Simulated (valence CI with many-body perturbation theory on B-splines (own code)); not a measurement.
**Questions on Ta32+**

Computed by configuration interaction combined with many-body perturbation theory (CI+MBPT): five valence electrons over a frozen Dirac-Fock core [Kr], a basis of 7 s, 7 p, 8 d, 6 f, 4 g, 1 h functions for each j, with the one-electron correlation potential Σ1 (screened to all orders), the two-electron term Σ2, the three-electron term Σ3, Breit, model QED; selected single and double excitations, second order for the rest, scaled by the run's own slope (own B-spline code, finite nucleus).

No measured spectrum was set against this ion. As an estimate, large intervals hold to a few tenths of a per cent, small ones and those within an open d or f shell to about a per cent. Among the levels kept, up to 400 cm⁻¹ of a level comes from second order outside the variational space, and about a tenth of that is noise between levels of different J, which matters for small intervals. Only levels of the ground parity were solved; by the run's estimate the other parity begins above the list, which can be wrong where configurations are misplaced.

Levels are named by their leading jj configuration (3d3/2^4 stands for four electrons in 3d with j = 3/2), which in mixed levels can hold well under half, so a name can repeat and another be missing.

Rates and lifetimes use the calculated energies. Strong lines usually hold to 10 to 20 %, long lifetimes can be off by a factor of two.

Q: What is the ground level?

A: (4d3/2^4 4d5/2) J=5/2, composition 29 % 4d5 4P + 21 % 4d5 2D + 18 % 4d5 6S, g = 1.387.

Q: How well does LS coupling describe the low levels?

A: Among the lowest 20 levels the leading LS term, summed over configurations, holds 49 % on average. For single configurations the figures are 48 % in LS and 93 % in jj coupling. Terms mix most in the J = 5/2 level at 0 cm⁻¹, where the leading one holds 29 %.

Q: What is the ionisation energy?

A: 1313.9 eV; NIST lists 1313 ± 4 eV (theoretical).
